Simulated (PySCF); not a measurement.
Simulated absorption spectrum

C5H11PS.
InChI=1S/C5H11PS/c1-6-2-4-7-5-3-6/h2-5H2,1H3

Computed with TDDFT CAM-B3LYP/def2-SVPD, vertical, gas phase, core orbitals frozen in the response (PySCF). Isolated species at its GFN2-xTB geometry (one conformer only).

Each state is given a Gaussian of 0.3 eV full width at half maximum, with ε(max) = 2.175×10⁸ f / Δν̃ (Δν̃ the width in cm⁻¹). The cross-section is σ = 3.8235×10⁻²¹ ε cm², given in Mb (10⁻¹⁸ cm²). The width is an assumption, not a result. The curve ends short of the highest state used, and states not computed would add to its high-energy end.

```
E (eV)  σ (Mb)
  5.02    0.00
  5.06    0.00
  5.09    0.00
  5.12    0.00
  5.16    0.00
  5.19    0.01
  5.23    0.01
  5.26    0.02
  5.29    0.03
  5.33    0.04
  5.36    0.05
  5.39    0.06
  5.43    0.07
  5.46    0.08
  5.49    0.08
  5.53    0.07
  5.56    0.06
  5.60    0.05
  5.63    0.05
  5.66    0.05
  5.70    0.09
  5.73    0.16
  5.76    0.31
  5.80    0.69
  5.83    1.20
  5.86    1.98
  5.90    3.54
  5.93    5.14
  5.97    7.77
  6.00    9.93
  6.03   12.04
  6.07   14.36
  6.10   15.50
  6.13   16.05
  6.17   16.07
  6.20   15.88
  6.23   15.90
  6.27   16.80
  6.30   18.38
  6.34   21.67
  6.37   24.75
  6.40   27.96
  6.44   31.78
  6.47   33.87
```

(1) Where are the band maxima, and which computed states make them?

(2) Coming from long wavelengths, where does ε first pass 100 L mol⁻¹ cm⁻¹?

(3) Does any computed singlet lie in the visible range?

(4) On this curve, what absorbance would a 10⁻³ mol/L sample give at 222 nm over a 1 cm path?

Answers

(1) 226 nm (5.47 eV), ε about 21, made up of S1 (100%); 202 nm (6.15 eV), ε about 4200, made up of S2 (90%) (hardly more than a shoulder) (ε in L mol⁻¹ cm⁻¹; maxima over ε = 5, shares over 10%). At its high-energy end, 6.47 eV, the curve is still rising (ε about 8900, from S3, S4 and S5). The states used: S1 5.47 eV (f 0.0002); S2 6.12 eV (f 0.044); S3 6.44 eV (f 0.064); S4 6.58 eV (f 0.015); S5 6.61 eV (f 0.046); S6 6.80 eV (f 0.0031); S7 6.93 eV (f 0.0041); S8 7.07 eV (f 0.045).

(2) At about 215 nm (5.77 eV), 0.30 eV above S1.

(3) No computed singlet lies in the visible range (380 to 750 nm); the lowest, at 227 nm, stands 2.21 eV above its violet end (3.26 eV).

(4) 222 nm is 5.585 eV, where ε is about 15 L mol⁻¹ cm⁻¹, so A = ε c l ≈ 0.015 (Beer–Lambert, with the gas-phase spectrum and the assumed width).

Cost: about 2.4 min of CPU time on one thread; the machine was shared, so the figure is rough.
